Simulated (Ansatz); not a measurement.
C3H7ClSi (`C/C=C\[SiH2]Cl`), relaxed with RKS PBE-D4/def2-SVP in the Gaussian-basis code of Ansatz from a rough embedded geometry. The force threshold is 0.03 eV/Å; the program also tests the step.

Total charge 0; spin multiplicity 1.

Start:

```xyz
12

C     0.295   -0.994    1.364
C    -0.054   -1.152   -0.043
C    -0.316   -0.181   -0.937
Si   -0.353    1.584   -0.874
Cl    1.638    2.121   -1.021
H     1.349   -1.445    1.540
H    -0.377   -1.488    2.017
H     0.427    0.053    1.649
H    -0.108   -2.237   -0.356
H    -0.609   -0.548   -1.947
H    -0.800    2.066    0.538
H    -1.090    2.222   -1.929
```

| step | energy (eV) | largest force (eV/Å) | largest move (Å) |
| --- | --- | --- | --- |
| 1 | -23603.5060 | 2.911 | 0.000 |
| 2 | -23603.8468 | 1.164 | 0.150 |
| 3 | -23603.9273 | 0.865 | 0.096 |
| 4 | -23603.9433 | 0.421 | 0.030 |
| 5 | -23603.9488 | 0.081 | 0.068 |
| 6 | -23603.9495 | 0.026 | 0.017 |

End:

```xyz
12

C     0.337   -0.960    1.349
C    -0.086   -1.207   -0.066
C    -0.350   -0.277   -1.014
Si   -0.280    1.577   -0.798
Cl    1.687    2.278   -0.980
H     1.327   -1.428    1.543
H    -0.370   -1.437    2.061
H     0.414    0.116    1.599
H    -0.174   -2.275   -0.347
H    -0.630   -0.640   -2.020
H    -0.780    2.020    0.548
H    -1.095    2.232   -1.875
```

Hardware: 4 threads of an Arm Neoverse V2 on a shared host. Wall time 8.5 s, peak host memory 0.16 GiB.
